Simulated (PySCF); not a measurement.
Computed properties of H3Si2, SMILES [Si][SiH3]

H₃Si₂, SMILES [Si][SiH3] (connectivity only; charge and spin as stated), charge +1, multiplicity 1. Geometry optimised at PBE0-D3(BJ)/def2-TZVP. The spin state was assumed, not searched. The isomer is the one that the SMILES or the coordinates give; other isomers of the formula were not compared. Other conformers were not sampled. All values are computed for the isolated molecule unless a solvent is named; none is compared with measurement here.

**Structure.** The optimised structure has C3v symmetry. All 9 harmonic modes at PBE0-D3(BJ)/def2-TZVP (PySCF) are real, so it is a minimum.

**Vibrations.** The strongest infrared lines (harmonic, unscaled, degenerate partners summed) lie at 780 cm⁻¹ (127 km/mol, H 89 %, Si 11 %), 883 cm⁻¹ (37 km/mol, H 97 %), 387 cm⁻¹ (37 km/mol, Si 94 %). The softest mode is at 242 cm⁻¹ and the zero-point energy is 14.4 kcal/mol.

**Electronic structure.** B3LYP/def2-TZVPD (PySCF) places the frontier levels at -12.82 and -9.87 eV, a gap of 2.95 eV and a mean polarisability of 53.0 bohr³.

**Excitations.** TDA-B3LYP/def2-TZVPD (PySCF) has S1 at 1.81 eV (686 nm, f = 0.004, weak); the most intense of the 10 singlets computed lies at 4.94 eV (f = 0.07). Strengths of degenerate partners are summed. T1 (TDA) is at 0.87 eV, 0.94 eV under S1.

**NMR.** GIAO shifts at PBE0/pcSseg-2 (PySCF) (non-relativistic, atoms alike by connectivity averaged): ¹H at 4.3 ppm against TMS; ²⁹Si from 42.3 to 2424.6 ppm against TMS.
